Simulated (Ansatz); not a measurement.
Relaxation of CH10Si3 (14 atoms, charge 0, multiplicity 1), to a largest force component of 0.02 eV/Å in at most 40 steps.

Computed with Ansatz, RKS PBE-D4/STO-3G.

```xyz
14
Properties=species:S:1:pos:R:3:forces:R:3
Si 0.000 0.000 0.000 -0.13 0.35 -0.23
C 0.000 0.000 1.870 -0.09 0.13 0.23
H -1.000 -0.309 2.240 0.36 0.13 0.18
H 0.768 -0.711 2.240 -0.31 0.25 0.14
H 0.232 1.020 2.240 -0.05 -0.38 0.16
Si 2.094 0.000 -0.739 0.35 0.19 -0.12
H 2.551 -1.376 -0.908 0.12 0.17 -0.03
H 2.157 0.694 -2.022 0.19 -0.11 0.08
H 2.951 0.682 0.226 0.10 -0.08 -0.20
H -0.688 1.191 -0.486 -0.02 0.01 0.10
Si -1.046 -1.812 -0.739 -0.32 -0.28 -0.18
H -1.703 -2.485 0.377 -0.02 -0.08 -0.20
H -2.045 -1.427 -1.731 0.03 -0.24 0.04
H -0.078 -2.717 -1.351 -0.23 -0.06 0.02
```

Question: Where does it end, and by what steps?

Answer: The run converged. The force dipped under the threshold on the way, but the program's further checks kept it going. Limits of this set-up: minimal basis. After 15 steps the energy has fallen by 0.155 eV; H12 moved furthest, 1.00 Å.

| step | energy less start (eV) | largest force component (eV/Å) | accepted |
| --- | --- | --- | --- |
| 0 | 0.0000 | 0.379 | yes |
| 1 | -0.0786 | 0.418 | yes |
| 2 | -0.1140 | 0.179 | yes |
| 3 | -0.1235 | 0.024 | yes |
| 4 | -0.1259 | 0.249 | yes |
| 5 | -0.1301 | 0.086 | yes |
| 6 | -0.1352 | 0.009 | yes |
| 7 | -0.1365 | 0.243 | yes |
| 8 | -0.1404 | 0.141 | yes |
| 9 | -0.1468 | 0.008 | yes |
| 10 | -0.1485 | 0.158 | yes |
| 11 | -0.1508 | 0.065 | yes |
| 12 | -0.1527 | 0.005 | yes |
| 13 | -0.1529 | 0.164 | yes |
| 14 | -0.1547 | 0.040 | yes |
| 15 | -0.1551 | 0.003 | yes |

```xyz
14
Properties=species:S:1:pos:R:3
Si 0.003 -0.036 0.073
C 0.119 -0.189 1.955
H -0.882 -0.253 2.412
H 0.680 -1.090 2.255
H 0.631 0.683 2.395
Si 2.065 0.175 -0.820
H 2.878 -1.003 -0.558
H 2.000 0.347 -2.264
H 2.769 1.325 -0.271
H -0.750 1.182 -0.212
Si -1.132 -1.789 -0.785
H -2.409 -1.976 -0.113
H -1.402 -1.598 -2.202
H -0.378 -3.026 -0.647
```

Whether the end is a true minimum wasn't checked by a vibrational analysis.

The run took 37 s on 1 thread of Arm Neoverse V2, on a shared host, peak memory 0.11 GiB.
